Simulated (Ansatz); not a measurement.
C$_{3}$H$_{9}$FHf (`[CH3][Hf]([CH3])([CH3])[F]`). The species carries charge 0 and has multiplicity 1. Hf: def2 effective core potential. All single points use the PBE0-D4/def2-TZVP geometry.

```xyz
14

C     2.043    0.150   -0.353
Hf    0.044   -0.591    0.243
C    -0.805    0.809    1.733
C    -1.262   -0.546   -1.546
F     0.153   -2.356    0.953
H     2.458    0.823    0.409
H     2.773   -0.651   -0.512
H     1.978    0.724   -1.287
H    -0.640    0.493    2.769
H    -0.366    1.809    1.623
H    -1.889    0.916    1.595
H    -1.657    0.466   -1.706
H    -2.121   -1.222   -1.468
H    -0.710   -0.824   -2.452
```

(1) What is the dipole moment at B3LYP/def2-TZVPP? (Estimate.)

(2) And with PBE, r2SCAN, ωB97M-V? (An estimate is asked.)

(3) Give the Mulliken charges with B3LYP, r2SCAN, ωB97M-V in def2-TZVPP. (An estimate is asked.)

## Answers

(1) Computed: 1.20 D, with components (-0.06, 1.11, -0.44) D in this frame, pointing from negative to positive charge.

(2) The calculation gave: PBE 1.16 D, r2SCAN 1.19 D, ωB97M-V 1.10 D.

(3) Computed: 
| atom | B3LYP | r2SCAN | ωB97M-V |
| --- | --- | --- | --- |
| C1 | -0.54 | -0.49 | -0.61 |
| Hf2 | 1.05 | 1.10 | 1.06 |
| C3 | -0.54 | -0.50 | -0.61 |
| C4 | -0.54 | -0.50 | -0.61 |
| F5 | -0.35 | -0.35 | -0.33 |
| H6 | 0.10 | 0.08 | 0.12 |
| H7 | 0.10 | 0.08 | 0.12 |
| H8 | 0.10 | 0.08 | 0.12 |
| H9 | 0.10 | 0.08 | 0.12 |
| H10 | 0.10 | 0.08 | 0.12 |
| H11 | 0.10 | 0.08 | 0.12 |
| H12 | 0.10 | 0.08 | 0.12 |
| H13 | 0.10 | 0.08 | 0.13 |
| H14 | 0.10 | 0.08 | 0.12 |

B3LYP here is the variant with VWN-RPA as its local correlation; programs differ in this.
